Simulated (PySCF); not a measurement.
Isomers of C6H13BO2, from PBE0-D3(BJ)/def2-SVP geometry optimisation, gas phase in PySCF. One conformer each, no zero-point energy, no frequencies.

Problem. Which is lowest in electronic energy at this level?
A. `[CH3:1][O:2][B:3]([CH:4]=[C:5]([CH3:6])[CH3:7])[O:8][CH3:9]` with C1–O2–B3–C4 180°, O2–B3–C4–C5 -8°, O2–B3–O8–C9 178°: A = 2162, B = 1026, C = 709.7 MHz, dipole 0.90 D
B. `[OH:1][B:2]([OH:3])[CH:4]1[CH2:5][CH2:6][CH2:7][CH2:8][CH2:9]1` with H–O1–B2–O3 0°, O1–B2–O3–H 0°, O1–B2–C4–C5 55°, B2–C4–C5–C6 -178°, C4–C5–C6–C7 55°, C5–C6–C7–C8 -55°, C6–C7–C8–C9 55°: A = 3078, B = 956.7, C = 885.7 MHz, dipole 2.73 D
C. `[CH3:1][CH2:2]/[CH:3]=[CH:4]/[B:5]([O:6][CH3:7])[O:8][CH3:9]` with C1–C2–C3–C4 -124°, C3–C4–B5–O6 -1°, C4–B5–O6–C7 180°, C4–B5–O8–C9 -1°: A = 2443, B = 753.7, C = 600.0 MHz, dipole 1.02 D

Solution. B. That is `OB(O)C1CCCCC1`, 39.4 kcal/mol below the next.

```csv
SMILES,mapped SMILES,E (Eh),relative (kcal/mol),relative (kJ/mol),dipole (D)
OB(O)C1CCCCC1,[OH:1][B:2]([OH:3])[CH:4]1[CH2:5][CH2:6][CH2:7][CH2:8][CH2:9]1,-411.13344,0.0,0.0,2.73
COB(C=C(C)C)OC,[CH3:1][O:2][B:3]([CH:4]=[C:5]([CH3:6])[CH3:7])[O:8][CH3:9],-411.07059,39.4,165.0,0.90
CC/C=C/B(OC)OC,[CH3:1][CH2:2]/[CH:3]=[CH:4]/[B:5]([O:6][CH3:7])[O:8][CH3:9],-411.06533,42.7,178.8,1.02
```

As drawn, the lowest has an O–H bond, which the highest lacks; the highest has a C=C bond outside aromatic rings, which the lowest lacks.
